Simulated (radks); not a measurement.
Radial electron density D(r) = 4 pi r^2 rho(r) of an atom or ion with 39 electrons. Calculated with a radial shooting solver on a logarithmic mesh with Libxc functionals: scalar-relativistic Kohn-Sham, BLYP, spin-unpolarised, spherical densities, finite nucleus; Fermi nuclear charge, rms radius of each element as measured or else 0.836 A^(1/3) + 0.57 fm.

| r (bohr) | D(r) (e/bohr) |
|---|---|
| 0.002346 | 3.762 |
| 0.003055 | 5.858 |
| 0.004009 | 9.072 |
| 0.005221 | 13.54 |
| 0.006853 | 19.82 |
| 0.008923 | 27.54 |
| 0.01171 | 36.63 |
| 0.01525 | 45.19 |
| 0.02002 | 51.48 |
| 0.02607 | 53.03 |
| 0.03421 | 49.78 |
| 0.04455 | 45.54 |
| 0.05848 | 46.56 |
| 0.07614 | 55.41 |
| 0.09995 | 64.90 |
| 0.1301 | 62.27 |
| 0.1708 | 48.12 |
| 0.2224 | 40.87 |
| 0.292 | 47.44 |
| 0.3802 | 48.43 |
| 0.499 | 31.98 |
| 0.6498 | 15.60 |
| 0.8529 | 11.32 |
| 1.111 | 11.01 |
| 1.458 | 7.150 |
| 1.898 | 2.962 |
| 2.491 | 0.8094 |
| 3.244 | 0.1602 |
| 4.258 | 0.01688 |
| 5.545 | 0.0007814 |

What is the nuclear charge?

Answer. Z = 42. The innermost maximum, from 1s, lies near gamma/Z bohr with gamma = sqrt(1 - (Z/c)^2) = 0.952, here 0.0227 bohr (found: 0.0246), and its height grows with Z. The density is that of the molybdenum ion Mo3+ in [Kr] 4d3; the configuration itself is not fixed sharply by these data, and Z only to a few units. D(r) has 4 maxima, at r = 0.0246, 0.109, 0.340, 0.977 bohr, and minima at 0.0494, 0.219, 0.853 bohr, inside which lie 2.02, 11.06, 29.39 electrons.
